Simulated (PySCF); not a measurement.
Compound: B₂ClFH₂O.
SMILES with atom numbers: `[F:1][BH:2][O:3][BH:4][Cl:5]` (hydrogens: H6 on B2; H7 on B4)

Theory: TDDFT CAM-B3LYP/def2-SVPD, vertical, gas phase, core orbitals frozen in the response (PySCF). Geometry: PBE0-D3(BJ)/def2-SVP; no solvent, vibrations or thermal averaging.

Kohn–Sham orbitals with the atoms that hold most of them (Löwdin shares over 4%, at most four atoms; ? is withheld):

| orbital | ε (eV) | atoms |
| --- | --- | --- |
| LUMO+2 | 0.92 | B4 41%, B2 34%, Cl5 10%, F1 4% |
| LUMO+1 | 0.62 | B2 38%, O3 21%, F1 14%, H6 12% |
| LUMO | 0.15 | ? |
| HOMO | ? | Cl5 75%, B4 14%, H7 7% |
| HOMO-1 | -11.15 | ? |
| HOMO-2 | -11.56 | O3 35%, Cl5 28%, B4 16%, H7 12% |
| HOMO-3 | -12.30 | B2 27%, H6 25%, F1 18%, O3 14% |

**Question.** Which atoms hold the HOMO-1, and with what shares?

**Answer.** Cl5 (bonded to B) 71%; O3 (bonded to 2 B) 13%; B4 (bonded to Cl, O and H) 9%.

**Question.** Which atoms hold the LUMO, and with what shares?

**Answer.** B4 (bonded to Cl, O and H) 45%; Cl5 (bonded to B) 20%; O3 (bonded to 2 B) 20%; H7 (bonded to B) 10%.

**Question.** What is the HOMO energy, and the HOMO–LUMO gap?

**Answer.** ε(HOMO) = -10.71 eV; the gap is 10.85 eV (0.3989 hartree).

**Question.** How does S1 compare with the orbital gap of 10.85 eV?

**Answer.** S1 is at 6.76 eV (f = 0.0032), 4.09 eV below the gap, made of HOMO→LUMO (96%). 

**Question.** Give energy, strength and leading configuration of S1, S2, S3 and S7, and follow the Löwdin shares of the leading atoms from the occupied to the empty orbital.

**Answer.** 
- S1 (6.76 eV, f 0.0032), HOMO→LUMO (96%): Cl5 75% → 20%, B4 14% → 45%
- S2 (7.42 eV, f 0.0026), HOMO-2→LUMO (95%): O3 35% → 20%, Cl5 28% → 20%, B4 16% → 45%
- S3 (7.84 eV, f 0.157), HOMO-1→LUMO (92%): Cl5 71% → 20%, O3 13% → 20%, B4 9% → 45%
- S7 (9.04 eV, f 0.321), HOMO-2→LUMO+1 (82%): O3 35% → 21%, Cl5 28% → at most 12%, B2 at most 10% → 38%

On an Arm Neoverse V1 with one thread, no GPU (shared host), this took 53 s wall.
